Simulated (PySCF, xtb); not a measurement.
C2H9NOSi2, SMILES [SiH3]/N=C\CO[SiH3]. Other conformers were not sampled.

Harmonic wavenumbers (cm⁻¹) from GFN2-xTB run with xtb at its own minimum, in rising order: 20, 69, 91, 104, 134, 208, 296, 351, 467, 594, 606, 606, 654, 721, 742, 749, 766, 790, 803, 813, 822, 844, 987, 1028, 1168, 1203, 1275, 1323, 1438, 1781, 2190, 2218, 2251, 2290, 2291, 2362, 2881, 2903, 2923.

**Question.** What does PySCF with r2SCAN-D4/def2-SVP give at its own minimum? (Estimate from the structure and the level; the computed values follow.)

**Answer.** 26, 64, 79, 91, 139, 208, 292, 367, 488, 688, 696, 713, 723, 744, 750, 814, 918, 931, 948, 951, 965, 982, 1030, 1071, 1156, 1267, 1333, 1383, 1449, 1781, 2162, 2208, 2210, 2236, 2242, 2273, 2979, 2988, 3045. Paired by order, the mean absolute difference is 58 cm⁻¹ and the zero-point energies are 62.6 and 64.9 kcal/mol.
